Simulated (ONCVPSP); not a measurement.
**manganese (Mn): one change to an ONCV potential, before and after**

| Quantity | Value |
| --- | --- |
| Element | Mn (Z = 25) |
| Generator | ONCVPSP 4.0.1 |
| Type | optimised norm-conserving Vanderbilt (ONCV) |
| Functional | LDA (Perdew-Zunger) |
| Relativity | scalar-relativistic |
| Frozen core | [Ne] |
| Valence charge | 15 |
| Reference configuration | 3s2 3p6 3d5 4s2 |
| Partial waves | 3s+4s: rc 1.50 bohr, ncon 4, nbas 7, qcut 7.3 1/bohr, 2 projectors; 3p: rc 1.15 bohr, ncon 4, nbas 8, qcut 14.8 1/bohr, 2 projectors, debl 1 Ha; 3d: rc 1.85 bohr, ncon 5, nbas 8, qcut 7.9 1/bohr, 1 projector; f scattering state at 0.08 Ha: rc 1.90 bohr, ncon 4, nbas 8, qcut 6.1 1/bohr, 3 projectors, debl 0.9 Ha |
| Local potential | polynomial inside 0.90 bohr (lpopt 5, dvloc0 0 Ha) |
| Core correction | polynomial model core, fcfact 0.65 |

In the p channel the program set the typed energies aside and used -2.002, 0.250 Ha.

All-electron outer shells of the reference configuration (LDA (Perdew-Zunger), scalar-relativistic, ld1.x):

```tsv
shell	level (eV)	outermost node (bohr)	outermost maximum (bohr)
2p	-629.78	–	0.19
3s	-85.40	0.34	0.74
3p	-54.49	0.31	0.75
3d	-7.01	–	0.75
4s	-5.29	1.06	2.47
```

Change: s: qcut 8.2; p: qcut 16.5; d: qcut 8.8; f: qcut 6.8.

Cutoffs: the cutoffs (Ha) at which the residual kinetic energy of the hardest occupied pseudo-wave falls to 1 and 0.1 mHa per electron; they do not see the model core or the augmentation charge, which bear on the density cutoff. Errors are all-electron minus pseudo energies relative to the spin-unpolarised reference configuration.

Question: How do hardness, ghosts and transferability respond?

Answer: The potential gets harder (37 Ha and 61 Ha → 69 Ha and 88 Ha); of the 4 tests that both files solve, the error grows in 0 and shrinks in 1 by more than 15 % and 0.3 meV (median size 2.2 → 2.0 meV); neither file shows a bound ghost.

| quantity | base | changed |
| --- | --- | --- |
| cutoff, loose | 37 Ha | 69 Ha |
| cutoff, tight | 61 Ha | 88 Ha |
| loose cutoff by channel | s 16 Ha, p 37 Ha, d 29 Ha | s 21 Ha, p 69 Ha, d 32 Ha |
| bound ghosts | none | none |
| GHOST(+) flags under 300 eV | none | none |
| error for 3s2 3p6 3d5 4s1, meV [ΔE 8.65 eV] | +0.6 | +0.5 |
| error for 3s2 3p6 3d5 4s0, meV [ΔE 24.53 eV] | +3.8 | +3.5 |
| error for 3s2 3p6 3d4 4s0, meV [ΔE 57.34 eV] | +12 | +7.2 |
| error for 3s2 3p6 3d5 4s1.5, meV [ΔE 3.47 eV] | 0.0 | 0.0 |
| s: phases at 1.52 bohr within 0.05 rad from the reference energy up to (Ha; the scan ends near 5) | to the end of the scan | to the end of the scan |
| p: phases at 1.17 bohr within 0.05 rad from the reference energy up to (Ha; the scan ends near 5) | to the end of the scan | to the end of the scan |
| d: phases at 1.88 bohr within 0.05 rad from the reference energy up to (Ha; the scan ends near 5) | 0.7 | 0.8 |
| f: phases at 1.92 bohr within 0.05 rad from the reference energy up to (Ha; the scan ends near 5) | to the end of the scan | to the end of the scan |
| rms error of d²Exc/dni dnj with the model core, mHa | 1.28 | 1.23 |
